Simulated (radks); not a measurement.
Q: The technetium ion Tc37+, configuration [He] 2s2 2p2. Method: scalar-relativistic Kohn-Sham, PBE, spin-polarised, spherical densities, finite nucleus; open shells are filled with parallel spins first (spin-orbit coupling, left out, can overturn this in heavy ions); Fermi nuclear charge, rms radius 4.4112 fm; computed with a radial shooting solver on a logarithmic mesh with Libxc functionals. Some entries of the table are withheld. Estimate them.

orbital  occ.  eigenvalue (hartree)  <r^2> (bohr^2)
1s up       1             -873.6822        0.001575
1s down     1             -872.9143        0.001572
2s up       1             -200.0450         0.02357
2s down     1             -198.6870         0.02372
2p up       2                   (1)         0.01797
2p down     0                   (2)         0.01811
3s up       0             -84.47464          0.1244
3s down     0             -84.10004          0.1251
3p up       0             -81.86407          0.1142
3p down     0             -81.45117          0.1151

A: 
(1) 2p up eigenvalue (hartree): -191.6490
(2) 2p down eigenvalue (hartree): -190.0250
